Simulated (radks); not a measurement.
Values are calculated unless marked as measured or tabulated.
Ba4+, configuration [Kr] 4d10 5s2 5p4.

Level of theory: non-relativistic Kohn-Sham, r2SCAN, spin-polarised, spherical densities, point nucleus; open shells are filled with parallel spins first (spin-orbit coupling, left out, can overturn this in heavy ions); meta-GGA in the generalised Kohn-Sham scheme; relativity is left out, which matters for an element this heavy (a radial shooting solver on a logarithmic mesh with Libxc functionals).

Energy parts (eV):
part                      energy
total                 -214498.96
kinetic                214428.95
electron-nucleus      -505941.96
Hartree                 82202.68
exchange-correlation    -5188.64

Orbitals (lengths in bohr, moments of r in powers of bohr; <r^-3> diverges for s and p1/2; r(90%) holds 90 % of the orbital's charge):
[
 {"orbital": "1s up", "occ.": "1", "eigenvalue (eV)": "-35664.96", "<r^4>": "2.451e-06", "r(90%)": "0.0482", "<1/r>": "55.46", "<r^-3>": "-"},
 {"orbital": "1s down", "occ.": "1", "eigenvalue (eV)": "-35664.77", "<r^4>": "2.451e-06", "r(90%)": "0.0482", "<1/r>": "55.46", "<r^-3>": "-"},
 {"orbital": "2s up", "occ.": "1", "eigenvalue (eV)": "-5536.251", "<r^4>": "0.0004284", "r(90%)": "0.179", "<1/r>": "12.79", "<r^-3>": "-"},
 {"orbital": "2s down", "occ.": "1", "eigenvalue (eV)": "-5536.222", "<r^4>": "0.0004284", "r(90%)": "0.179", "<1/r>": "12.79", "<r^-3>": "-"},
 {"orbital": "2p up", "occ.": "3", "eigenvalue (eV)": "-5222.338", "<r^4>": "0.0002774", "r(90%)": "0.160", "<1/r>": "12.79", "<r^-3>": "5836"},
 {"orbital": "2p down", "occ.": "3", "eigenvalue (eV)": "-5222.208", "<r^4>": "0.0002774", "r(90%)": "0.160", "<1/r>": "12.79", "<r^-3>": "5836"},
 {"orbital": "3s up", "occ.": "1", "eigenvalue (eV)": "-1205.452", "<r^4>": "0.01715", "r(90%)": "0.447", "<1/r>": "4.727", "<r^-3>": "-"},
 {"orbital": "3s down", "occ.": "1", "eigenvalue (eV)": "-1205.364", "<r^4>": "0.01715", "r(90%)": "0.447", "<1/r>": "4.727", "<r^-3>": "-"},
 {"orbital": "3p up", "occ.": "3", "eigenvalue (eV)": "-1070.956", "<r^4>": "0.01623", "r(90%)": "0.442", "<1/r>": "4.648", "<r^-3>": "1128"},
 {"orbital": "3p down", "occ.": "3", "eigenvalue (eV)": "-1070.821", "<r^4>": "0.01622", "r(90%)": "0.442", "<1/r>": "4.648", "<r^-3>": "1128"},
 {"orbital": "3d up", "occ.": "5", "eigenvalue (eV)": "-821.5257", "<r^4>": "0.01272", "r(90%)": "0.417", "<1/r>": "4.516", "<r^-3>": "185.4"},
 {"orbital": "3d down", "occ.": "5", "eigenvalue (eV)": "-821.3821", "<r^4>": "0.01271", "r(90%)": "0.417", "<1/r>": "4.517", "<r^-3>": "185.4"},
 {"orbital": "4s up", "occ.": "1", "eigenvalue (eV)": "-269.7718", "<r^4>": "0.4505", "r(90%)": "1.01", "<1/r>": "1.970", "<r^-3>": "-"},
 {"orbital": "4s down", "occ.": "1", "eigenvalue (eV)": "-269.4961", "<r^4>": "0.4498", "r(90%)": "1.01", "<1/r>": "1.968", "<r^-3>": "-"},
 {"orbital": "4p up", "occ.": "3", "eigenvalue (eV)": "-220.1294", "<r^4>": "0.5405", "r(90%)": "1.06", "<1/r>": "1.874", "<r^-3>": "233.1"},
 {"orbital": "4p down", "occ.": "3", "eigenvalue (eV)": "-219.8450", "<r^4>": "0.5377", "r(90%)": "1.06", "<1/r>": "1.873", "<r^-3>": "232.7"},
 {"orbital": "4d up", "occ.": "5", "eigenvalue (eV)": "-134.0138", "<r^4>": "0.8745", "r(90%)": "1.19", "<1/r>": "1.661", "<r^-3>": "31.34"},
 {"orbital": "4d down", "occ.": "5", "eigenvalue (eV)": "-133.6395", "<r^4>": "0.8567", "r(90%)": "1.19", "<1/r>": "1.664", "<r^-3>": "31.41"},
 {"orbital": "5s up", "occ.": "1", "eigenvalue (eV)": "-68.9857", "<r^4>": "12.83", "r(90%)": "2.33", "<1/r>": "0.7945", "<r^-3>": "-"},
 {"orbital": "5s down", "occ.": "1", "eigenvalue (eV)": "-66.3874", "<r^4>": "13.02", "r(90%)": "2.34", "<1/r>": "0.7958", "<r^-3>": "-"},
 {"orbital": "5p up", "occ.": "3", "eigenvalue (eV)": "-54.9909", "<r^4>": "18.56", "r(90%)": "2.56", "<1/r>": "0.7222", "<r^-3>": "37.71"},
 {"orbital": "5p down", "occ.": "1", "eigenvalue (eV)": "-52.4525", "<r^4>": "19.15", "r(90%)": "2.58", "<1/r>": "0.7198", "<r^-3>": "37.56"}
]

The highest occupied level is 5p down at -52.453 eV. For comparison, the ionisation energy in NIST's Atomic Spectra Database is 58 eV (theoretical). In exact Kohn-Sham theory the highest level is minus the ionisation energy, but local and semilocal functionals leave it too shallow, through self-interaction and a potential that decays too fast; potentials with the right tail come closer. Virial ratio -V/T = 2.00033. The spin density at the nucleus is 0.0783 e/bohr^3 (1s -0.3678, 2s 0.1057, 3s 0.1860, 4s 0.6524, 5s -0.4979). Summed over all electrons, <r^2> = 34.23 bohr^2, which gives a Langevin (diamagnetic) susceptibility term of -27.1 x 10^-6 cm^3/mol. Spin moment in Bohr magnetons: 2.
